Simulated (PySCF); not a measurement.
Nuclear repulsion and electron count by hand

System: F2Ge, triplet, at a GFN2-xTB geometry (the spin is typed, not shown lowest). Level: REVPBE/def2-TZVP (PySCF). Sums are taken with unrounded values, so a last digit can differ.

Coordinates (Å):

```
atom         x         y         z
----  --------  --------  --------
Ge1    0.01079  -0.00767   0.33769
F2     0.83390   1.52835  -0.59320
F3    -0.87225  -1.50109  -0.60749
```

Question: Work out the nuclear repulsion energy and the numbers of alpha and beta electrons.

Answer: In atomic units each pair adds Z_i Z_j / r_ij, with r in bohr (1 bohr = 0.529177 Å).
| pair | r (Å) | r (bohr) | Z_i Z_j | term (Eh) |
|---|---|---|---|---|
| Ge1-F2 | 1.9757 | 3.7335 | 288 | 77.1384 |
| Ge1-F3 | 1.9757 | 3.7335 | 288 | 77.1384 |
| F2-F3 | 3.4769 | 6.5703 | 81 | 12.3281 |
The sum is 166.6050 Eh; PySCF gives 166.6050 Eh. The atomic numbers add up to 50, so at charge +0 there are 50 electrons; multiplicity 3 means 2 unpaired, so 26 alpha and 24 beta.
